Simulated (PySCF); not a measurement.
Radial density of Cl³⁺ (chlorine, charge +3)

UHF, [Ne] 3s2 3p2, high-spin 3P determinant. All numbers are calculated (PySCF 2.14, no relativity, point nucleus, in aug-cc-pV(Q+d)Z with one added diffuse shell each of s, p, d, f, g type (8s7p6d4f3g, 114 functions)).

```json
{"r (bohr)": "0.00140", "4πr²ρ (e/bohr)": "0.07597", "4πr²(ρα − ρβ)": "0.0000"}
{"r (bohr)": "0.00236", "4πr²ρ (e/bohr)": "0.2081", "4πr²(ρα − ρβ)": "0.0000"}
{"r (bohr)": "0.00397", "4πr²ρ (e/bohr)": "0.5574", "4πr²(ρα − ρβ)": "0.0000"}
{"r (bohr)": "0.00667", "4πr²ρ (e/bohr)": "1.439", "4πr²(ρα − ρβ)": "0.0001"}
{"r (bohr)": "0.0112", "4πr²ρ (e/bohr)": "3.488", "4πr²(ρα − ρβ)": "0.0003"}
{"r (bohr)": "0.0189", "4πr²ρ (e/bohr)": "7.616", "4πr²(ρα − ρβ)": "0.0011"}
{"r (bohr)": "0.0318", "4πr²ρ (e/bohr)": "13.97", "4πr²(ρα − ρβ)": "0.0042"}
{"r (bohr)": "0.0534", "4πr²ρ (e/bohr)": "19.26", "4πr²(ρα − ρβ)": "0.0189"}
{"r (bohr)": "0.0899", "4πr²ρ (e/bohr)": "17.48", "4πr²(ρα − ρβ)": "0.0794"}
{"r (bohr)": "0.151", "4πr²ρ (e/bohr)": "13.09", "4πr²(ρα − ρβ)": "0.2414"}
{"r (bohr)": "0.254", "4πr²ρ (e/bohr)": "17.90", "4πr²(ρα − ρβ)": "0.3726"}
{"r (bohr)": "0.428", "4πr²ρ (e/bohr)": "16.00", "4πr²(ρα − ρβ)": "0.0867"}
{"r (bohr)": "0.719", "4πr²ρ (e/bohr)": "4.590", "4πr²(ρα − ρβ)": "0.3041"}
{"r (bohr)": "1.21", "4πr²ρ (e/bohr)": "3.442", "4πr²(ρα − ρβ)": "1.5477"}
{"r (bohr)": "2.03", "4πr²ρ (e/bohr)": "1.322", "4πr²(ρα − ρβ)": "0.7231"}
{"r (bohr)": "3.42", "4πr²ρ (e/bohr)": "0.04321", "4πr²(ρα − ρβ)": "0.0297"}
{"r (bohr)": "5.76", "4πr²ρ (e/bohr)": "3.279e-05", "4πr²(ρα − ρβ)": "0.0000"}
```
